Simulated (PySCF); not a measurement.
# [Dy(H2O)3]3+: from a saddle point downhill

PySCF 2.14.0, RKS PBE0, Dy lcecp-1-SVP with ECP55, O def2-SVP, H def2-SVP; non-relativistic Hamiltonian with scalar-relativistic core potentials where named; density fitting; no spin-orbit coupling. Relaxed within the symmetry of its start, the geometry (D3h) is

```xyz
10

Dy    0.0000    0.0000    0.0000
O     2.2608    0.0000    0.0000
H     2.8785    0.0000    0.7714
H     2.8785    0.0000   -0.7714
O    -1.1304    1.9579    0.0000
H    -1.4392    2.4929    0.7714
H    -1.4392    2.4929   -0.7714
O    -1.1304   -1.9579    0.0000
H    -1.4393   -2.4929    0.7714
H    -1.4393   -2.4929   -0.7714
```

and its lowest harmonic modes are -202, -179, -179, -49, 53, 53 cm⁻¹ (negative: unstable). It was moved along the lowest mode and relaxed again, within the group D3 that the move left.

Task: Where does it end, and how much lower?

Result: In D3, 0.134 eV lower, after 25 steps:
```xyz
10

Dy    0.0000    0.0000    0.0000
O     2.2483    0.0000    0.0000
H     2.8653   -0.7492    0.1892
H     2.8653    0.7491   -0.1892
O    -1.1241    1.9471    0.0000
H    -0.7839    2.8561    0.1892
H    -2.0815    2.1069   -0.1892
O    -1.1242   -1.9471    0.0000
H    -2.0815   -2.1069    0.1892
H    -0.7839   -2.8560   -0.1892
```

Task: How do the contacts change?

Result: 
| contact | saddle (Å) | end (Å) |
| --- | --- | --- |
| Dy1–O2 (H2O) | 2.261 | 2.248 |
| Dy1–O5 (H2O) | 2.261 | 2.248 |
| Dy1–O8 (H2O) | 2.261 | 2.248 |


Task: Is the end a minimum?

Result: Yes, as far as the noise of the softest modes lets one tell (those above −25 cm⁻¹ count as noise); lowest modes -16, 74, 74, 102, 118, 118 cm⁻¹.

An lcecp potential fixes the number of 4f electrons, so in runs with it no electron can move into or out of that shell.

State: singlet in the valence, with the 4f electrons in the core potential.
